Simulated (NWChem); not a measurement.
System: Si4H8O; SMILES O[SiH]1[SiH2][SiH2][SiH2]1

All runs: NWChem. The geometry was optimised at PBE0/def2-SVP. Level: PBE0/def2-SVP with SMD, gas-phase geometry; reactions with the solvents are ignored. One conformer.

```json
[
 {"SMD term (kcal/mol)": "distortion of the solute's density", "water": "0.72", "toluene": "0.07"},
 {"SMD term (kcal/mol)": "polarisation", "water": "-5.99", "toluene": "-1.50"},
 {"SMD term (kcal/mol)": "cavity, dispersion and structure", "water": "4.47", "toluene": "-1.08"}
]
```

Sum the solvation free energies, find the transfer free energy from water to toluene and the partition coefficient at 298.15 K.


1. ΔG(solv, water) = -0.80 kcal/mol and ΔG(solv, toluene) = -2.51 kcal/mol (1 M gas to 1 M solution).
2. Transfer: -2.51 − (-0.80) = -1.71 kcal/mol.
3. log₁₀ K(toluene/water) = −ΔG/(RT ln 10) = 1.71/1.364 = 1.3, so the model puts more of the solute in toluene.
4. Of the transfer energy, 3.84 kcal/mol is electrostatic and -5.55 comes from the non-electrostatic term. The two phases are taken as the pure solvents.
